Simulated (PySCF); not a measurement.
**A ladder of Hamiltonians for Eu⁶¹⁺ (europium, charge +61)**

Occupied: 1s1/2. Hartree-Fock calculated with PySCF 2.14 in an even-tempered Gaussian basis (16 s from 14 bohr⁻², ratio 2.7; 12 p from 17 bohr⁻², ratio 2.7), Gaussian nucleus throughout. NR is non-relativistic, sf-X2C the spin-free one-electron X2C Hamiltonian, X2C adds the bare one-electron spin-orbit term, X2C-SNSO screens it by Boettger's factors, DC is four-component Dirac-Coulomb, and the Gaunt and Breit terms are added at first order (total energies over the DC spinors, levels after relaxing the spinors in that mean field). QED terms are absent. Levels marked empty are virtual spinors of this ion.

```tsv
level (eV)	NR	sf-X2C	X2C	X2C-SNSO
1s1/2	-52931.2	-55984.3	-55984.3	-55984.3
2s1/2 (empty)	-12823.6	-13752.8	-13752.8	-13752.8
2p1/2 (empty)	-12706.1	-13083.4	-13618.8	-13609.2
2p3/2 (empty)	-12706.1	-13083.4	-12857.5	-12860.9
3s1/2 (empty)	-5654.9	-5983.0	-5983.0	-5983.0
```

Problem. Where do the four-component calculations put these levels?

Solution. 1s1/2: DC -56031.3, DC+Gaunt -55936.5, DC+Breit -55936.5; 2s1/2 (empty): DC -13757.9, DC+Gaunt -13747.3, DC+Breit -13748.5; 2p1/2 (empty): DC -13606.5, DC+Gaunt -13584.3, DC+Breit -13587.5; 2p3/2 (empty): DC -12864.6, DC+Gaunt -12853.5, DC+Breit -12856.8; 3s1/2 (empty): DC -5984.4, DC+Gaunt -5981.4, DC+Breit -5981.8 (eV).

```json
{"Hamiltonian": "NR", "E (hartree)": "-3929.5245", "E − E(DC) (hartree)": "231.3452", "CPU seconds": "0.3"}
{"Hamiltonian": "sf-X2C", "E (hartree)": "-4159.1286", "E − E(DC) (hartree)": "1.7411", "CPU seconds": "0.17"}
{"Hamiltonian": "X2C", "E (hartree)": "-4159.1286", "E − E(DC) (hartree)": "1.7411", "CPU seconds": "0.17"}
{"Hamiltonian": "X2C-SNSO", "E (hartree)": "-4159.1286", "E − E(DC) (hartree)": "1.7411", "CPU seconds": "0.17"}
{"Hamiltonian": "DC", "E (hartree)": "-4160.8697", "E − E(DC) (hartree)": "0.0000", "CPU seconds": "3.1"}
{"Hamiltonian": "DC+Gaunt", "E (hartree)": "-4157.3585", "E − E(DC) (hartree)": "3.5112", "CPU seconds": "5.1"}
{"Hamiltonian": "DC+Breit", "E (hartree)": "-4157.3585", "E − E(DC) (hartree)": "3.5112", "CPU seconds": "44"}
```

Weight of the small component: 1s1/2 0.0554, 2s1/2 0.0135, 2p1/2 0.0134, 2p3/2 0.0127, 3s1/2 0.00594.

Koopmans' value for the highest occupied level at DC+Breit: 55936.5 eV, against an ionisation energy of 55865.93 ± 0.08 eV (theoretical estimate listed by NIST; NIST Atomic Spectra Database, ionization energies); the former lacks relaxation, correlation, QED and recoil.

The whole ladder took 54 s of wall time on 1 thread of Neoverse-N1 (shared host), launched as `OMP_NUM_THREADS=1 python relrun2.py TASK.json OUT` (a driver that calls PySCF for each Hamiltonian).
